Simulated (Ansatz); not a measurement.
Geometry optimisation, UKS PBE-D4/def2-SVP (Ansatz).

input.yaml

```yaml
crystal:
  periodic: [false, false, false]
  atoms:
    - { symbol: "N", position_ang: [-1.0493, -0.0031, 0.9349] }
    - { symbol: C, position_ang: [0.2728, -0.3098, 0.5679] }
    - { symbol: B, position_ang: [0.597, 0.1207, -0.946] }
    - { symbol: Cl, position_ang: [-0.1839, -0.6442, -2.3554] }
    - { symbol: Cl, position_ang: [1.9831, 1.3241, -1.2744] }
    - { symbol: H, position_ang: [-1.2357, 1.0871, 0.7924] }
    - { symbol: H, position_ang: [-1.7299, -0.4541, 0.2847] }
    - { symbol: H, position_ang: [1.0116, 0.219, 1.2614] }
    - { symbol: H, position_ang: [0.4229, -1.386, 0.7176] }
magnetization:
  spin_polarized: true
basis:
  gaussian: { orbitals: def2-SVP }
hamiltonian:
  xc: pbe
  dispersion: d4
relax:
  f_tol: 0.02
  max_steps: 50
```

Launched with:

```bash
$ ansatz run input.yaml --threads 2 --pin off --max-ram 3072MiB --backend cpu --events-out ev --progress --plain --runs-dir out
```

Task: Where does it end, and by what steps?

Result: It converged. After 13 steps the energy has fallen by 0.442 eV; Cl5 moved furthest, 0.68 Å.

```csv
step,energy less start (eV),largest force component (eV/Å),accepted
0,0.0000,3.155,yes
1,-0.2108,1.526,yes
2,-0.3283,0.819,yes
3,-0.3863,0.204,yes
4,-0.2687,1.519,no
5,-0.4012,0.096,yes
6,-0.4130,0.106,yes
7,-0.4233,0.164,yes
8,-0.4335,0.239,yes
9,-0.4258,0.456,no
10,-0.4386,0.170,yes
11,-0.4414,0.027,yes
12,-0.4413,0.091,no
13,-0.4415,0.005,yes
```

```xyz
9
Properties=species:S:1:pos:R:3
N -0.995 0.162 0.841
C 0.348 -0.424 0.579
B 0.635 0.042 -0.889
Cl 0.029 -0.888 -2.271
Cl 1.370 1.622 -1.214
H -0.972 1.186 0.739
H -1.683 -0.189 0.163
H 1.064 -0.034 1.329
H 0.292 -1.523 0.707
```

Run time: 22 s on 2 threads of Intel(R) Xeon(R) 6975P-C (Granite Rapids) (shared host), peak memory 0.19 GiB.
